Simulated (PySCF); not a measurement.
**How methods differ on the excitation energy of P**

P [Ne] 3s2 3p3 (4S) → P [Ne] 3s2 3p2 4s1 (4P), as a difference of total energies. All numbers are calculated (PySCF 2.14, the non-relativistic Hamiltonian (point nucleus), in aug-cc-pV(Q+d)Z). Correlated levels: valence: [Ne] frozen. The calculations carry no spin-orbit coupling.

```tsv
method	excitation energy (eV)
UHF	6.809
LDA	6.944
PBE	6.929
PBE0	7.042
r2SCAN	7.257
TPSS	7.109
LC-wPBE	7.297
PW91	6.953
M06	7.018
MP2 (valence)	7.162
SCS-MP2 (valence)	7.067
```

How much does correlation contribute at MP2 (valence)?

7.162 − (6.809) = 0.353 eV, measured against UHF.

Errors of the correlated levels include the incompleteness of this basis and the frozen core.

The promoted electron is Rydberg-like, and one or two diffuse shells describe it only roughly, which tends to raise the upper state.

For comparison: 6.967 eV (measured; NIST levels, between the centres of gravity of the two terms).
